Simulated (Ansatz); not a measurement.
A nudged elastic band was laid between two geometries of C3H5BrO (10 atoms, charge 0, multiplicity 1).

Computed with RKS PBE/def2-SVP in Ansatz.

- movable images: 3
- climbing image: no
- spring: 5.0 eV/Å²
- optimiser: quadratic models (default)
- start path: IDPP
- force threshold: 0.03 eV/Å
- iteration limit: 60
- end points: relaxed

First end point:

```xyz
10
Properties=species:S:1:pos:R:3
O 0.301 -1.909 0.726
C 0.773 -0.770 0.023
C -0.353 0.096 -0.478
C -0.476 1.393 -0.148
Br -1.885 2.510 -0.742
H -0.250 -1.576 1.460
H 1.347 -1.170 -0.841
H 1.488 -0.155 0.624
H -1.106 -0.394 -1.118
H 0.244 1.923 0.496
```

Last end point:

```xyz
10
Properties=species:S:1:pos:R:3
O 0.328 -1.688 1.080
C 0.740 -0.735 0.111
C -0.381 0.162 -0.353
C -0.400 1.486 -0.126
Br -1.793 2.640 -0.690
H -0.337 -2.265 0.662
H 1.204 -1.228 -0.782
H 1.539 -0.129 0.587
H -1.218 -0.312 -0.897
H 0.400 2.017 0.412
```

Q: What changes between the two ends?

A: No bond is made or broken. The dihedral H6–O1–C2–C3 goes from -58 to 62°.

Q: What energy profile does the band end with?

A: It converged. The highest image is number 2 of 0 to 4, 0.100 eV above the first end and 0.032 eV above the last; the last end lies 0.068 eV above the first. No image climbed, so the highest image needn't sit at the top of the path. So few images can step over the top or miss a turn of the path.

```csv
image,path coordinate (Å),energy (eV),dihedral H6–O1–C2–C3 (°)
0,0.00,0.000,-58
1,0.37,0.033,-34
2,0.74,0.100,3
3,1.11,0.084,38
4,1.47,0.068,62
```

Q: What is the geometry of the highest image?

A: 
```xyz
10
Properties=species:S:1:pos:R:3
O 0.413 -1.832 0.906
C 0.790 -0.765 0.045
C -0.360 0.107 -0.370
C -0.409 1.426 -0.114
Br -1.830 2.557 -0.648
H -0.554 -1.795 1.016
H 1.260 -1.191 -0.876
H 1.575 -0.145 0.538
H -1.189 -0.377 -0.919
H 0.386 1.965 0.425
```

Run time: 65 s on 2 threads of Intel(R) Xeon(R) Platinum 8175M CPU @ 2.50GHz (Skylake/Cascade Lake) (shared host), peak memory 0.17 GiB.
